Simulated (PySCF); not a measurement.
Relaxation of singlet Cu(OH)3

Method: PBE0 in PySCF with Cu def2-SVP, O def2-SVP, H def2-SVP; no relativity; density-fitted integrals. A (50,194) grid was used.

A hand-made T-shaped (heavy-atom frame) start, with no symmetry imposed:

```xyz
7
charge 0 multiplicity 1, angstrom
Cu    0.0065    0.0000   -0.2852
O     0.0065    0.0000    1.4648
O     1.7554    0.0000   -0.2241
O    -1.7424    0.0000   -0.2241
H    -0.7289    0.0000    2.0819
H     2.3721   -0.7354   -0.2026
H    -2.3591    0.7354   -0.2026
```

(1) What forces act on the atoms at the start (eV/Å)?

(2) What does it relax to?

(3) How much energy is released, and in how many steps?

Answers

(1) 
```
atom     Fx     Fy     Fz
 Cu1  -0.39  -0.05   1.38
  O2   1.50   0.09   1.78
  O3   0.78   0.78  -1.44
  O4  -0.74  -0.86  -0.97
  H5  -1.17  -0.07  -0.98
  H6  -0.41  -0.44   0.11
  H7   0.43   0.53   0.12
```

(2) It ends at C1 with Cu–O 1.744 Å, Cu–O 1.761 Å, Cu–O 1.781 Å, O–H 0.965 Å (×2), O–H 0.971 Å; Cu–O–H 100.6°, Cu–O–H 112.5°, Cu–O–H 115.1°, O–Cu–O 97.1°, O–Cu–O 98.0°, O–Cu–O 164.7° (after a last refinement on a finer grid). A frequency run shows a minimum.

(3) 105.0 kJ/mol in 34 steps.

The relaxation took of the order of 3 core-minutes on a shared host.
